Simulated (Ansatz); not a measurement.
One change: `C[N]=[Mo]([NH2])(=[O])[N](C)C` becomes `C[N]=[W]([NH2])(=[O])[N](C)C`.

Ansatz, PBE0-D4/def2-TZVP geometries, multiplicity 1. Each molecule was computed in one conformer, which needn't be the lowest.

Elements past krypton have def2 core potentials.

```
                               property  `C[N]=[Mo]([NH2])(=[O])[N](C)C`
HOMO–LUMO gap (ωB97M-V/def2-TZVPP) / eV                             9.66
    HOMO energy (B3LYP/def2-TZVPP) / eV                            -6.17
     LUMO energy (PBE0/def2-TZVPP) / eV                            -0.91
   HOMO–LUMO gap (PBE0/def2-TZVPP) / eV                             5.45
     HOMO energy (PBE0/def2-TZVPP) / eV                            -6.37
    LUMO energy (B3LYP/def2-TZVPP) / eV                            -1.14
```

(1) What does the change do to each property? (An estimate is asked.)

## Answers

(1) Ansatz gave: 
| property | `C[N]=[W]([NH2])(=[O])[N](C)C` | shift |
| --- | --- | --- |
| HOMO–LUMO gap (ωB97M-V/def2-TZVPP) / eV | 10.16 | 0.50 |
| HOMO energy (B3LYP/def2-TZVPP) / eV | -6.28 | -0.11 |
| LUMO energy (PBE0/def2-TZVPP) / eV | -0.37 | 0.54 |
| HOMO–LUMO gap (PBE0/def2-TZVPP) / eV | 6.10 | 0.65 |
| HOMO energy (PBE0/def2-TZVPP) / eV | -6.48 | -0.11 |
| LUMO energy (B3LYP/def2-TZVPP) / eV | -0.60 | 0.54 |

With PBE0 the HOMO falls by 0.11 eV and the LUMO rises by 0.54 eV, so the gap widens by about 0.65 eV. PBE moves the HOMO by -0.08 eV and ωB97M-V by -0.13 eV.

B3LYP here is the variant with VWN-RPA as its local correlation; programs differ in this.

Positive LUMOs are unbound, so they and the gaps depend on the basis.
